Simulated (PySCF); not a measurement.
**Calculated properties of `C1C[Si@H]2CC[Si@@H]1C[CH]2` [radical]**

Compound: C₆H₁₃Si₂ (doublet state).
Z-matrix (Å and degrees, PBE0-D3(BJ)/def2-SVP geometry), rows numbered from 1:
```
C 
C   1  1.5055
Si  2  1.9042  1  109.08
C   3  1.8985  2  104.64  1   -45.93
C   4  1.5523  3  111.20  2    71.77
Si  1  1.8605  2  116.46  3   -17.74
C   6  1.9037  1  104.03  2   -44.16
C   7  1.5537  6  111.07  1    67.88
H   1  1.0969  2  118.00  3   159.93
H   2  1.1059  1  111.63  3  -123.39
H   2  1.1110  1  110.87  3   119.92
H   3  1.4966  2  112.66  1  -169.61
H   4  1.1029  3  111.17  2  -164.07
H   4  1.1035  3  107.25  2   -48.53
H   5  1.1021  4  111.00  3  -148.13
H   5  1.1041  4  110.24  3    94.59
H   6  1.4947  1  114.20  2  -168.72
H   7  1.1027  6  107.31  1   -52.54
H   7  1.1031  6  111.12  1  -168.05
H   8  1.1038  3  106.67  2  -161.93
H   8  1.1026  3  111.53  2    83.14
```

**PBE0-D3(BJ)/def2-SVP geometry optimisation, gas phase (PySCF)**

- Rotational constants A, B, C: 1.772, 1.479, 1.474 GHz
- Dipole moment: 0.29 D

**UKS B3LYP, IGLO-III on C Si, pcH-1 on H, non-relativistic, mean-field spin-orbit, GIAO (PySCF)**

- Isotropic g value: 2.00264
- Principal g values: 2.00214, 2.00276, 2.00301
- Spin squared ⟨S²⟩: 0.754
- Largest Mulliken spin population: 0.99 on C1
- Largest isotropic hyperfine couplings (means over sets of like nuclei): 1H +102.5 (H10/H11), 13C +79.0 (C1), 1H -56.3 (H9), 29Si +45.2 (Si6), 13C +30.6 (C5/C7) MHz

Monoisotopic mass (most abundant isotopes): 141.0556 u.

g_iso is shifted by about +320 ppm from the free-electron value 2.002319; the principal values span 0.0009. With B = h/(8π²I), that is 505.379 GHz u Å² over I, the principal moments of inertia are 285.2, 341.7 and 343.0 u Å² (most abundant isotopes). ⟨S²⟩ is 0.004 above the pure-spin value S(S + 1) = 0.75. The dipole matches unit charges of opposite sign 0.06 Å apart (1 e·Å = 4.8032 D).

Geometry: PBE0-D3(BJ)/def2-SVP; no solvent or vibrations. Couplings of like nuclei are plain means over topologically equivalent atoms, as if these changed places fast (by rotation of a methyl-like group, say); in this geometry the members of some sets differ.
